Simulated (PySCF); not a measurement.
An excited-state table with gaps

Compound: C2H10GeO2Si2.
SMILES: `O(C(C)=O)[SiH2][SiH2][GeH3]`

The calculation used TDDFT B3LYP/def2-SVPD, vertical, gas phase, core orbitals frozen in the response in PySCF 2.14.0, density-fitted response routines. One conformer (not necessarily the lowest) at the PBE0-D3(BJ)/def2-SVP geometry, without solvent, vibrations or thermal averaging. The B3LYP/def2-SVPD calculation is non-relativistic and has no spin–orbit coupling, an omission that weighs most on germanium. Torsions of this conformer, `[CH3:1][C:2](=[O:3])[O:4][SiH2:5][SiH2:6][GeH3:7]`: C1–C2–O4–Si5 180°, C2–O4–Si5–Si6 3°, O4–Si5–Si6–Ge7 58°.

Orbital energies (eV): HOMO-3 -8.80, HOMO-2 -8.45, HOMO-1 -7.96, HOMO -7.65, LUMO -0.58, LUMO+1 -0.57, LUMO+2 -0.23.

Lowest singlets, with some entries withheld (?).

```
state  E (eV)       f  main configurations (H = HOMO, L = LUMO)
   S1    5.73       ?                                         ?
   S2    6.24   0.053        H→L (76%), H→L+2 (11%), H→L+1 (8%)
   S3    6.27       ?                H→L+1 (71%), H-1→L+1 (18%)
   S4    6.50   0.022                               H-1→L (84%)
   S5       ?   0.114                    H→L+2 (77%), H→L (11%)
   S6    6.83   0.033                   H→L+3 (71%), H→L+4 (9%)
   S7    6.85   0.010              H-2→L+1 (72%), H-1→L+1 (12%)
   S8       ?       ?                                         ?
   S9    6.98  0.0026     H-2→L (67%), H→L+4 (13%), H→L+3 (11%)
  S10    7.01   0.163                                         ?
```

(1) What stands in place of each question mark?

(2) What is the mean static polarisability from the same response equations?

(3) How far apart are S3 and S7, in eV and cm⁻¹?

(4) Where do the lowest triplets lie (Tamm–Dancoff)?

## Answers

(1) 
- S1: f = 0.0014; H-1→L+1 (62%), H-2→L+1 (17%), H→L+1 (15%)
- S3: f = 0.0053
- S5: E = 6.56 eV
- S8: E = 6.89 eV; f = 0.016; H-1→L+2 (88%)
- S10: H→L+4 (54%), H-2→L (17%), H-1→L+3 (8%)

(2) 124.1 au (18.38 Å³), with principal values 104.4, 127.0 and 140.7 au.

(3) 6.847 − 6.268 = 0.579 eV, or about 4670 cm⁻¹.

(4) T1 5.27 eV, H-1→L+1 (62%), H-2→L+1 (20%), H→L+1 (10%); T2 5.68 eV, H→L (76%), H-1→L (12%); T3 5.93 eV, H→L+2 (75%); T4 6.02 eV, H→L+1 (32%), H-3→L+1 (23%), H-7→L+1 (12%). E(S1) − E(T1) = +0.46 eV.

The vertical ionisation energy (ΔSCF) is 9.50 eV, 2.50 eV above S10.

Hardware: one thread of an Arm Neoverse V2, shared host. Cost: 8.3 min wall (grids of density and orbitals included), 1.3 GiB resident at most.
